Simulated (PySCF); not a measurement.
**A thermochemical cycle for SrH**

PBE0 in PySCF with def2-SVPD on every atom (core potentials on Sr), for the lowest determinant that a PBE0 search found; no spin–orbit coupling. SrH, a doublet (σ ↑), has De = 1.75 eV to neutral atoms, and SrH⁺, a singlet (closed shell), has De = 2.07 eV to Sr⁺ + H.

At the same level the Sr atom ionises at 5.61 eV.

**Question.** What is the adiabatic ionisation energy of the molecule, and does ionisation strengthen or weaken the bond?

**Answer.** IE = IE(Sr) + De(neutral) − De(ion) = 5.61 + 1.75 − 2.07 = 5.29 eV. De changes by +0.32 eV, so ionisation strengthens the bond.

For an ion De counts to the pair picked by the measured ionisation energies or electron affinities, which need not be the lowest pair at this level. States were picked by a PBE0 search and need not be the measured ground states.
